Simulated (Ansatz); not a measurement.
Te2W: single points at one geometry.

```yaml
crystal:
  periodic: [false, false, false]
  atoms:
    - {symbol: W, position_ang: [-0.471281, -1.043946, -0.013649]}
    - {symbol: Te, position_ang: [-1.423515, 1.271254, -0.013802]}
    - {symbol: Te, position_ang: [1.894796, -0.227318, 0.027451]}
basis:
  gaussian: {orbitals: def2-TZVP, initial_orbitals: start.molden}
magnetization: {spin_polarized: true, initial_magnetization: 4}
hamiltonian: {xc: {name: B2PLYP}}
scf: {omitted_lower_state_checks: [starts]}
```

The file start.molden holds the orbitals of an earlier run on this structure, at another level or in another basis.

```sh
$ ansatz run in.yaml --threads 2 --pin off --events-out ev --progress --plain --max-ram 4352MiB
```

Output, abridged:

```
Functional definition: B2PLYP
1332 factors; integrals over basis functions are off by at most 4.7e-4 eV
mean field evaluation 1: about -16386.9718 eV, gradient 4.6e0 eV
mean field evaluation 2: about -16387.0850 eV, gradient 1.6e-1 eV
mean field evaluation 4: about -16387.3111 eV, gradient 9.3e-3 eV
mean field evaluation 8: about -16387.3112 eV, gradient 2.0e-6 eV
mean field -16387.31115722 eV, -602.2225773094 hartree, gradient 6.7e-6 eV, S^2 6.147898; 0 other end points of the search recorded, 0 dependent functions left out
8 core orbitals not correlated: weight in the atoms' cores, before any rotation towards them, 1.000 or more for the frozen orbitals, at most 0.000 for the correlated occupied ones
reference -16387.31128301 eV, -602.2225819321 hartree; 25, 21 occupied and 107, 111 virtual orbitals, 1332 factors
second order -40.53669754 eV of doubles, -0.00000000 eV of singles
Total energy: -16398.25619135 eV, -602.6247998948 hartree
Checks for a lower state left out: starts
```

Run time 9 s (2 threads of AMD EPYC 9R14 on a shared host), peak host memory 0.55 GiB.

As the first input, with `hamiltonian: {xc: {name: wB97X-V}}`, `output: {orbitals: {seedname: orbitals}}` (abridged; 35 s):

```
Functional definition: wB97X-V
mean field -16408.93026978 eV, -603.0170650418 hartree, gradient 8.4e-6 eV, S^2 6.065242
Total energy: -16408.93026929 eV, -603.0170650240 hartree
Checks for a lower state left out: starts
```

As the first input, with `hamiltonian: {xc: r2scan, dispersion: d4}`, `output: {orbitals: {seedname: orbitals}}` (abridged; 7 s):

```
Functional definition: r2SCAN
mean field -16418.68138234 eV, -603.3754118189 hartree, gradient 1.6e-5 eV, S^2 6.137260
Total energy: -16418.70697220 eV, -603.3763522290 hartree
Checks for a lower state left out: starts
```

As the first input, with `hamiltonian: {xc: {name: r2SCAN0}, dispersion: d4}`, `output: {orbitals: {seedname: orbitals}}` (abridged; 21 s):

```
Functional definition: r2SCAN0
mean field -16415.48011453 eV, -603.2577673969 hartree, gradient 1.5e-5 eV, S^2 6.184723
Total energy: -16415.51629817 eV, -603.2590971213 hartree
Checks for a lower state left out: starts
```

First input, but with `hamiltonian: {xc: lda}`, `output: {orbitals: {seedname: orbitals}}` (abridged; 1.6 s):

```
Functional definition: SPW92
mean field -16387.77383130 eV, -602.2395802682 hartree, gradient 8.8e-6 eV, S^2 6.056663
Total energy: -16387.77386014 eV, -602.2395813281 hartree
Checks for a lower state left out: starts
```

As the first input, with `hamiltonian: {xc: {name: CAM-B3LYP}, dispersion: d4}`, `output: {orbitals: {seedname: orbitals}}` (abridged; 11 s):

```
Functional definition: CAM-B3LYP
mean field -16409.51820082 eV, -603.0386711091 hartree, gradient 4.3e-6 eV, S^2 6.077731
Total energy: -16409.66236019 eV, -603.0439688685 hartree
Checks for a lower state left out: starts
```

As the first input, with `hamiltonian: {xc: {name: LC-wPBE, parameters: {omega: 0.15/bohr}}}`, `output: {orbitals: {seedname: orbitals}}` (abridged; 8.5 s):

```
Functional definition: LC-wPBE
mean field -16412.99248995 eV, -603.1663488799 hartree, gradient 7.2e-6 eV, S^2 6.075499
Total energy: -16412.99248999 eV, -603.1663488812 hartree
Checks for a lower state left out: starts
```

Geometry: PBE0-D4/def2-TZVP.

In the def2 sets Te, W take a core potential; there is no spin–orbit coupling. Correlated methods freeze 8 core orbitals; core or outer-core shells of W, Te are correlated, in sets that lack core-valence functions. At B2PLYP/def2-TZVP, r2SCAN-D4/def2-TZVP, r2SCAN0-D4/def2-TZVP the charge 0 quintet is spin-contaminated (final ⟨S²⟩ up to 6.18, 6.00 for a pure state). At PBE0-D4/def2-TZVP a triplet of charge 0 lies 0.91 eV below the quintet, each at its own geometry. The structure comes from a short search, and lower isomers may exist.
